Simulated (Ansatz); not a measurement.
The molecule AlCu, closed-shell singlet (the spin of the measured ground state). No spin–orbit coupling. Cu is treated without relativity.

D_e counts from the fitted minimum to each atom's lowest state at the same level, without counterpoise. The singlet is restricted.

Correlated levels freeze the inner cores; with def2 sets outer-core shells near the valence are correlated too.

The values were computed with Ansatz (a first-principles code) with Gaussian orbitals. Each number belongs to the level named beside it.

### Question
Estimate the bond energy D_e that CCSD/def2-QZVPP returns for this input.

### Answer
42.5 kcal/mol

### Question
Estimate the bond energy D_e that B3LYP/def2-TZVPP returns for this input.

### Answer
47.8 kcal/mol

### Question
What bond energy D_e does CCSD(T)/def2-TZVPP give?

### Answer
46.7 kcal/mol

Doubts at one or more of the structures used: a restricted determinant that unrestricted orbitals would lower (CCSD/def2-QZVPP, CCSD(T)/def2-TZVPP).
